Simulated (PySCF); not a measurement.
CH₂F, SMILES [CH2]F, multiplicity 2.

Geometry optimised at B3LYP-D3(BJ)/def2-TZVPD. The isomer is the one that the SMILES or the coordinates give; other isomers of the formula were not compared.

All values below come from B3LYP/def2-TZVPD run with PySCF.

Gas-phase values at a fixed geometry.

| Item | Value |
|---|---|
| total energy | -139.13750 hartree |
| point group | Cs |
| α spin, highest occupied and lowest empty level | -6.19 and 0.31 eV |
| β spin, highest occupied and lowest empty level | -10.29 and -1.91 eV |
| dipole moment | 1.31 D |
| quadrupole, principal values (traceless, Buckingham form, about the centre of nuclear charge) | -1.65, 0.11, 1.53 D·Å |
| mean static polarisability | 16.6 bohr³ (2.46 Å³) |
| polarisability, principal values | 15.6, 16.3, 17.9 bohr³ |
| ⟨S²⟩ | 0.754 (pure state 0.75) |
